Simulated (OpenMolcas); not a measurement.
## C2F4O (trifluoroacetyl fluoride): the dipole moment, rung by rung

C2F4O has 7 atoms, charge 0, and is taken as a singlet. SMILES: `O=C(F)C(F)(F)F`. Geometry: relaxed at PBE0-D4/def2-TZVP.

Quantity: the dipole moment, in D. The values are calculated.

```csv
level,kind,program,value (D),CPU time
HF/cc-pVDZ,Hartree–Fock,OpenMolcas,0.69,13 s
SVWN5/cc-pVDZ,LDA,OpenMolcas,0.71,24 s
PBE/cc-pVDZ,GGA,OpenMolcas,0.72,34 s
r2SCAN/cc-pVDZ,meta-GGA,OpenMolcas,0.72,41 s
BHLYP/cc-pVDZ,global hybrid,OpenMolcas,0.65,30 s
PBE0/cc-pVDZ,global hybrid,OpenMolcas,0.68,29 s
```

The values span 0.65 to 0.72 D. Magnitudes only: a small dipole may point the other way at some levels. CPU times are rough (shared hosts, several kinds of processor): they show what a rung costs within a factor of a few.
